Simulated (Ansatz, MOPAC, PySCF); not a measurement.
Species: CF (charge 0, doublet). SMILES: [C]F
Geometry: optimised at B3LYP-D3(BJ)/def2-TZVP (Ansatz, a program for electronic structure).

Unscaled harmonic wavenumbers (cm⁻¹) in rising order, each level at the stationary point that it reaches from this structure (no distance between atoms moves by over 0.3 Å); the order of modes can differ between levels, and a negative number is imaginary. B3LYP-D3(BJ)/def2-TZVP (PySCF, at the structure above): 1299.

AM1 (MOPAC): 1542. Zero-point energy 2.2 against 1.9 kcal/mol; where all levels lie over 400 cm⁻¹, the wavenumbers are on average 1.187 times those of B3LYP-D3(BJ)/def2-TZVP.

PM3 (MOPAC): 1634. Zero-point energy 2.3 against 1.9 kcal/mol; where all levels lie over 400 cm⁻¹, the wavenumbers are on average 1.259 times those of B3LYP-D3(BJ)/def2-TZVP.

PM7 (MOPAC): 1511. Zero-point energy 2.2 against 1.9 kcal/mol; where all levels lie over 400 cm⁻¹, the wavenumbers are on average 1.164 times those of B3LYP-D3(BJ)/def2-TZVP.

B3LYP/6-31G* (Ansatz): 1316. Zero-point energy 1.9 against 1.9 kcal/mol; where all levels lie over 400 cm⁻¹, the wavenumbers are on average 1.013 times those of B3LYP-D3(BJ)/def2-TZVP.
